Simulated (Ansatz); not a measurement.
A structure relaxed at r2SCAN-D4/def2-TZVP in Ansatz, charge 0, singlet:

```xyz
10

Li   -0.104   -1.764    1.696
Li    0.448    2.597   -0.280
Li    0.866   -0.069    0.057
Li    0.072   -2.122   -1.222
Li   -1.463    0.634   -0.171
H    -0.457   -0.509   -1.303
H    -0.628   -0.195    1.310
H     0.808   -2.361    0.338
H    -1.244    2.347   -0.361
H     1.703    1.442   -0.065
```

Question: Give its formula and point group.

Answer: Li5H5. Point group Cs (tolerance 0.1 Å).

Question: Summarise the bond lengths by kind (pairs closer than 1.2 times the sum of covalent radii, bridged metal pairs left out).

Answer: 3 × Li–Li 2.44 to 2.55 Å; 10 × H–Li 1.70 to 1.90 Å.

Another isomer (singlet) lies 0.81 eV lower at PBE0-D4/def2-TZVP; other spin states weren't run for this one.
